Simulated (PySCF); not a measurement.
Radial density of P⁺ (phosphorus, charge +1)

PBE, [Ne] 3s2 3p2, high-spin 3P determinant. Computed with PySCF 2.14 in def2-SVP (4s3p1d, 18 functions), with no relativity, point nucleus.

| r (bohr) | 4πr²ρ (e/bohr) | 4πr²(ρα − ρβ) |
| --- | --- | --- |
| 0.00179 | 0.07905 | 0.0000 |
| 0.00301 | 0.2205 | 0.0000 |
| 0.00506 | 0.6010 | 0.0000 |
| 0.00852 | 1.551 | 0.0001 |
| 0.0143 | 3.656 | 0.0002 |
| 0.0241 | 7.769 | 0.0006 |
| 0.0405 | 13.46 | 0.0029 |
| 0.0682 | 17.15 | 0.0140 |
| 0.115 | 13.87 | 0.0551 |
| 0.193 | 10.85 | 0.1510 |
| 0.324 | 15.52 | 0.1964 |
| 0.546 | 11.85 | 0.0302 |
| 0.918 | 3.029 | 0.2210 |
| 1.54 | 2.415 | 1.0617 |
| 2.60 | 1.093 | 0.5969 |
| 4.37 | 0.09116 | 0.0755 |
| 7.35 | 6.036e-05 | 0.0000 |
